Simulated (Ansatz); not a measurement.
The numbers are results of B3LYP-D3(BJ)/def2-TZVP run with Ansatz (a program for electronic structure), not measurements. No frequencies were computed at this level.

Ansatz 0.2 input:
```yaml
crystal:
  periodic: [false, false, false]
  atoms:
    - { symbol: N, position_ang: [-1.425116, 0.34552, -0.580114] }
    - { symbol: C, position_ang: [-0.215938, 0.044316, -0.06061] }
    - { symbol: C, position_ang: [0.834378, -0.280345, 0.422586] }
    - { symbol: O, position_ang: [2.037028, -0.50987, 0.904948] }
    - { symbol: H, position_ang: [-2.150186, 0.452699, 0.119135] }
    - { symbol: H, position_ang: [-1.711785, -0.278422, -1.324883] }
    - { symbol: H, position_ang: [2.631619, 0.226102, 0.712955] }
basis:
  gaussian: { orbitals: def2-tzvp }
hamiltonian:
  xc: b3lyp
  dispersion: d3bj
relax:
  max_steps: 150
```

Output:

```
Functional definition: B3LYP
798 factors; their error is unknown
mean field evaluation 1: about -5651.2848 eV, gradient 6.5e1 eV
mean field evaluation 2: about -5646.5671 eV, gradient 8.0e1 eV
mean field evaluation 4: about -5659.3739 eV, gradient 7.0e0 eV
mean field evaluation 8: about -5659.4855 eV, gradient 4.3e-1 eV
mean field evaluation 16: about -5659.4857 eV, gradient 2.1e-5 eV
mean field -5659.48572103 eV, -207.9822641105 hartree, gradient 2.1e-5 eV, S^2 0.000000; 0 other end points of the search recorded, 0 dependent functions left out
reference -5659.48593537 eV, -207.9822719874 hartree; 15, 15 occupied and 127, 127 virtual orbitals, 798 factors
relax step   1: F+E_penalty+E_count = -5659.64663346 eV  Δ(F+E_penalty+E_count) = +0.000e0 eV  max|allowed force component| = 3.337e-1 eV/Å  Δτ_max = 0.0000 Å  (28 SCF iters, accepted)
these checks for a lower state are left out or cut short: starts, cluster_reference, orbital_swaps, neighbouring_geometries, increment
798 factors; their error is unknown
mean field -5659.49273617 eV, -207.9825219123 hartree, gradient 1.3e-5 eV, S^2 0.000000; 0 other end points of the search recorded, 0 dependent functions left out
reference -5659.49295103 eV, -207.9825298082 hartree; 15, 15 occupied and 127, 127 virtual orbitals, 798 factors
relax step   2: F+E_penalty+E_count = -5659.65334750 eV  Δ(F+E_penalty+E_count) = -6.714e-3 eV  max|allowed force component| = 3.202e-1 eV/Å  Δτ_max = 0.0125 Å  (34 SCF iters, accepted)
these checks for a lower state are left out or cut short: starts, cluster_reference, orbital_swaps, neighbouring_geometries, increment
798 factors; their error is unknown
mean field -5659.50032343 eV, -207.9828007389 hartree, gradient 1.1e-5 eV, S^2 0.000000; 0 other end points of the search recorded, 0 dependent functions left out
reference -5659.50053915 eV, -207.9828086665 hartree; 15, 15 occupied and 127, 127 virtual orbitals, 798 factors
relax step   3: F+E_penalty+E_count = -5659.66059412 eV  Δ(F+E_penalty+E_count) = -7.247e-3 eV  max|allowed force component| = 2.396e-1 eV/Å  Δτ_max = 0.0215 Å  (33 SCF iters, accepted)
these checks for a lower state are left out or cut short: starts, cluster_reference, orbital_swaps, neighbouring_geometries, increment
798 factors; their error is unknown
mean field evaluation 32: about -5659.5094 eV, gradient 2.2e-1 eV
mean field -5659.51654141 eV, -207.9833967386 hartree, gradient 9.3e-6 eV, S^2 0.000000; 0 other end points of the search recorded, 0 dependent functions left out
reference -5659.51676045 eV, -207.9834047882 hartree; 15, 15 occupied and 127, 127 virtual orbitals, 798 factors
relax step   4: F+E_penalty+E_count = -5659.67637053 eV  Δ(F+E_penalty+E_count) = -1.578e-2 eV  max|allowed force component| = 1.228e-1 eV/Å  Δτ_max = 0.0888 Å  (32 SCF iters, accepted)
these checks for a lower state are left out or cut short: starts, cluster_reference, orbital_swaps, neighbouring_geometries, increment
798 factors; their error is unknown
mean field -5659.51443171 eV, -207.9833192086 hartree, gradient 1.7e-5 eV, S^2 0.000000; 0 other end points of the search recorded, 0 dependent functions left out
reference -5659.51465035 eV, -207.9833272436 hartree; 15, 15 occupied and 127, 127 virtual orbitals, 798 factors
relax step   5: F+E_penalty+E_count = -5659.67448089 eV  Δ(F+E_penalty+E_count) = +1.890e-3 eV  max|allowed force component| = 5.072e-1 eV/Å  Δτ_max = 0.0340 Å  (31 SCF iters, rejected (line search))
these checks for a lower state are left out or cut short: starts, cluster_reference, orbital_swaps, neighbouring_geometries, increment
798 factors; their error is unknown
mean field -5659.51805259 eV, -207.9834522735 hartree, gradient 1.3e-5 eV, S^2 0.000000; 0 other end points of the search recorded, 0 dependent functions left out
reference -5659.51827165 eV, -207.9834603237 hartree; 15, 15 occupied and 127, 127 virtual orbitals, 798 factors
relax step   6: F+E_penalty+E_count = -5659.67791965 eV  Δ(F+E_penalty+E_count) = -1.549e-3 eV  max|allowed force component| = 1.875e-2 eV/Å  Δτ_max = 0.0165 Å  (33 SCF iters, accepted)
these checks for a lower state are left out or cut short: starts, cluster_reference, orbital_swaps, neighbouring_geometries, increment
798 factors; their error is unknown
mean field -5659.51837830 eV, -207.9834642430 hartree, gradient 1.0e-5 eV, S^2 0.000000; 0 other end points of the search recorded, 0 dependent functions left out
reference -5659.51859724 eV, -207.9834722889 hartree; 15, 15 occupied and 127, 127 virtual orbitals, 798 factors
relax step   7: F+E_penalty+E_count = -5659.67820843 eV  Δ(F+E_penalty+E_count) = -2.888e-4 eV  max|allowed force component| = 1.577e-2 eV/Å  Δτ_max = 0.0151 Å  (32 SCF iters, accepted)
these checks for a lower state are left out or cut short: starts, cluster_reference, orbital_swaps, neighbouring_geometries, increment
798 factors; their error is unknown
mean field evaluation 64: about -5659.5184 eV, gradient 9.1e-6 eV
mean field -5659.51840109 eV, -207.9834650807 hartree, gradient 9.0e-6 eV, S^2 0.000000; 0 other end points of the search recorded, 0 dependent functions left out
reference -5659.51862000 eV, -207.9834731255 hartree; 15, 15 occupied and 127, 127 virtual orbitals, 798 factors
relax step   8: F+E_penalty+E_count = -5659.67822670 eV  Δ(F+E_penalty+E_count) = -1.827e-5 eV  max|allowed force component| = 2.742e-2 eV/Å  Δτ_max = 0.0054 Å  (34 SCF iters, accepted)
these checks for a lower state are left out or cut short: starts, cluster_reference, orbital_swaps, neighbouring_geometries, increment
798 factors; their error is unknown
mean field -5659.51842095 eV, -207.9834658106 hartree, gradient 9.1e-6 eV, S^2 0.000000; 0 other end points of the search recorded, 0 dependent functions left out
reference -5659.51863985 eV, -207.9834738550 hartree; 15, 15 occupied and 127, 127 virtual orbitals, 798 factors
relax step   9: F+E_penalty+E_count = -5659.67824314 eV  Δ(F+E_penalty+E_count) = -1.644e-5 eV  max|allowed force component| = 6.598e-3 eV/Å  Δτ_max = 0.0013 Å  (34 SCF iters, accepted)
798 factors; their error is unknown
mean field -5659.51842095 eV, -207.9834658106 hartree, gradient 9.1e-6 eV, S^2 0.000000; 1 other end points of the search recorded, 0 dependent functions left out
reference -5659.51863985 eV, -207.9834738550 hartree; 15, 15 occupied and 127, 127 virtual orbitals, 798 factors
Total energy: -5659.67846204 eV, -207.9893472120 hartree
Atom 0 at    -1.443684     0.315119    -0.570272 Å, force     0.006598    -0.002147     0.001787 eV/Å
Atom 1 at    -0.231599     0.009951    -0.047815 Å, force    -0.000683     0.001185    -0.000376 eV/Å
Atom 2 at     0.876924    -0.165332     0.377991 Å, force    -0.002484    -0.001195     0.001436 eV/Å
Atom 3 at     2.031983    -0.516039     0.907364 Å, force    -0.001773     0.000412    -0.002962 eV/Å
Atom 4 at    -2.180374     0.454136     0.106326 Å, force    -0.001443    -0.000556    -0.003344 eV/Å
Atom 5 at    -1.742771    -0.273798    -1.334184 Å, force    -0.003184     0.001325     0.002096 eV/Å
Atom 6 at     2.689521     0.175963     0.754608 Å, force     0.002968     0.000975     0.001364 eV/Å
Dipole moment:    -0.102704     0.100870    -0.083091 e Å
```

Cost: around 29 core-seconds (rough).
